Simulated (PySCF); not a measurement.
# Simulated absorption spectrum

Si(OMe)2Me2, C4H12O2Si.
Z-matrix (Å and degrees, PBE0-D3(BJ)/def2-SVP geometry), rows numbered from 1:
```
Si
O   1  1.6578
C   2  1.3991  1  124.71
H   3  1.1040  2  111.81  1   -51.28
H   3  1.1011  2  108.89  1  -170.83
H   3  1.1064  2  112.01  1    70.21
O   1  1.6707  2  105.43  3    53.70
C   7  1.3943  1  126.01  2  -172.46
H   8  1.1067  7  112.32  1   -63.44
H   8  1.1015  7  109.11  1   177.52
H   8  1.1066  7  112.47  1    58.26
C   1  1.8710  2  111.28  3   -64.81
H  12  1.1017  1  111.72  2  -177.73
H  12  1.1014  1  111.29  2    61.86
H  12  1.1013  1  110.40  2   -58.06
C   1  1.8596  2  106.41  3   172.36
H  16  1.1008  1  110.85  2    61.53
H  16  1.1005  1  110.08  2   -58.06
H  16  1.1013  1  111.46  2  -178.19
```

Level of theory: TDDFT PBE0/def2-SVPD, vertical, gas phase, core orbitals frozen in the response (PySCF 2.14.0, density-fitted response routines).

Computed states:

| state | E (eV) | f |
| --- | --- | --- |
| S1 | 7.03 | 0.010 |
| S2 | 7.40 | 0.0010 |
| S3 | 7.87 | 0.0014 |
| S4 | 7.89 | 0.0050 |
| S5 | 7.93 | 0.050 |
| S6 | 8.02 | 0.0070 |
| S7 | 8.10 | 0.0040 |
| S8 | 8.16 | 0.014 |
| S9 | 8.25 | 0.022 |
| S10 | 8.45 | 0.019 |

Broadening: Gaussians 0.3 eV wide at half height, area fixed by f = 4.319×10⁻⁹ ∫ε dν̃. The width is an assumption, not a result. The curve ends short of the highest state used, and states not computed would add to its high-energy end.

Q: What does the envelope look like, and where are its maxima?

A: 
E (eV), ε (L mol⁻¹ cm⁻¹) and a bar:
```
     6.58          2 
     6.64          8 
     6.69         24 
     6.75         76 
     6.80        169 #
     6.86        361 ##
     6.91        572 ####
     6.97        811 #####
     7.02        917 ######
     7.08        868 ######
     7.14        665 ####
     7.19        461 ###
     7.25        265 ##
     7.30        170 #
     7.36        119 #
     7.41        100 #
     7.47         86 #
     7.52         89 #
     7.58        164 #
     7.63        370 ##
     7.69        944 ######
     7.74       1804 ############
     7.80       3259 #####################
     7.85       4574 ##############################
```

Maxima: 176 nm (7.03 eV), ε about 920, made up of S1 (100%) (ε in L mol⁻¹ cm⁻¹; maxima over ε = 5, shares over 10%). At its high-energy end, 7.85 eV, the curve is still rising (ε about 4600, from S5).

Q: What would ε be at 7.03 eV, the highest of these maxima, with half the width (0.15 eV)?

A: About 1840 L mol⁻¹ cm⁻¹ against 923, a factor of about 1.99; a lone state at its own centre would give exactly 2.

Q: Coming from long wavelengths, where does ε first pass 100 L mol⁻¹ cm⁻¹?

A: At about 183 nm (6.77 eV), 0.27 eV below S1.

All these states lie below the vertical ionisation energy of 9.46 eV (ΔSCF).

One conformer stands for the species.

Without π bonds the low states are Rydberg-like; a valence basis with one diffuse set may place them up to an eV too high.
